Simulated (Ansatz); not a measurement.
Ansatz (an electronic-structure program) input (B3LYP-D3(BJ)/def2-TZVP):

Ansatz 0.2 input:
```yaml
crystal:
  periodic: [false, false, false]
  atoms:
    - {symbol: Si, position_ang: [0.10361784, -0.38243359, 0.20540658]}
    - {symbol: F, position_ang: [-0.09616268, -0.36039227, 1.76938736]}
    - {symbol: O, position_ang: [-0.54197222, 1.28023589, -0.05648871]}
    - {symbol: O, position_ang: [1.57249160, -0.15403751, -0.31494667]}
    - {symbol: O, position_ang: [-0.81534351, -1.36194650, -0.60937985]}
    - {symbol: H, position_ang: [-0.37505805, 1.71366938, -0.90884968]}
    - {symbol: H, position_ang: [2.27395486, -0.78908587, -0.45622939]}
    - {symbol: H, position_ang: [-1.63283019, -1.79762051, -0.36438623]}
    - {symbol: H, position_ang: [-0.47484653, 1.90839993, 0.68307807]}
basis:
  gaussian:
    orbitals: def2-TZVP
hamiltonian:
  xc: b3lyp
  dispersion: d3bj
total_charge: 1
relax: {f_tol: 0.002, max_steps: 150}
```

End of the output:

```
mean field -16803.66530550 eV, -617.5233100438 hartree, gradient 1.4e-5 eV, S^2 0.000000; 0 other end points of the search recorded, 0 dependent functions left out
the calculation of the forces begins
reference -16803.66551426 eV, -617.5233177156 hartree; 25, 25 occupied and 160, 160 virtual orbitals, 1046 factors
relax step  35: F+E_penalty+E_count = -16803.92796576 eV  Δ(F+E_penalty+E_count) = -9.113e-7 eV  max|allowed force component| = 2.332e-3 eV/Å  Δτ_max = 0.0021 Å  (33 SCF iters, accepted)
these checks for a lower state are left out or cut short: starts, cluster_reference, orbital_swaps, neighbouring_geometries, increment
integrals: 0.10 GiB planned
1046 factors; their error is unknown
mean field: 0.86 GiB planned
mean field -16803.66530453 eV, -617.5233100082 hartree, gradient 1.4e-5 eV, S^2 0.000000; 0 other end points of the search recorded, 0 dependent functions left out
the calculation of the forces begins
reference -16803.66551329 eV, -617.5233176798 hartree; 25, 25 occupied and 160, 160 virtual orbitals, 1046 factors
relax step  36: F+E_penalty+E_count = -16803.92796633 eV  Δ(F+E_penalty+E_count) = -5.651e-7 eV  max|allowed force component| = 1.131e-3 eV/Å  Δτ_max = 0.0020 Å  (33 SCF iters, accepted)
integrals: 0.10 GiB planned
1046 factors; their error is unknown
mean field: 0.86 GiB planned
mean field evaluation 288: about -16803.6653 eV, gradient 4.5e-5 eV
mean field -16803.66530453 eV, -617.5233100082 hartree, gradient 1.4e-5 eV, S^2 0.000000; 1 other end points of the search recorded, 0 dependent functions left out
the calculation of the forces begins
reference -16803.66551329 eV, -617.5233176798 hartree; 25, 25 occupied and 160, 160 virtual orbitals, 1046 factors
Total energy: -16803.92817508 eV, -617.5329703227 hartree
Atom 0 at     0.111101    -0.357602     0.239706 Å, force     0.000036     0.000296     0.000444 eV/Å
Atom 1 at    -0.056322    -0.373642     1.793222 Å, force     0.000070    -0.000035     0.000079 eV/Å
Atom 2 at    -0.412496     1.325591    -0.107535 Å, force    -0.000065    -0.000568     0.000048 eV/Å
Atom 3 at     1.581371    -0.180272    -0.326015 Å, force     0.000196     0.000222    -0.000081 eV/Å
Atom 4 at    -0.876367    -1.313617    -0.545175 Å, force     0.000096     0.000008    -0.001131 eV/Å
Atom 5 at     0.200236     1.937418    -0.552537 Å, force     0.000632     0.000305    -0.000402 eV/Å
Atom 6 at     2.118969    -0.857752    -0.749945 Å, force    -0.000233     0.000029     0.000119 eV/Å
Atom 7 at    -1.525333    -1.914351    -0.163261 Å, force    -0.000349    -0.000234     0.000625 eV/Å
Atom 8 at    -1.127308     1.791014     0.359131 Å, force    -0.000384    -0.000023     0.000299 eV/Å
Dipole moment:    -0.280385     0.573872    -0.325718 e Å
```

It need not be the lowest isomer of its formula.
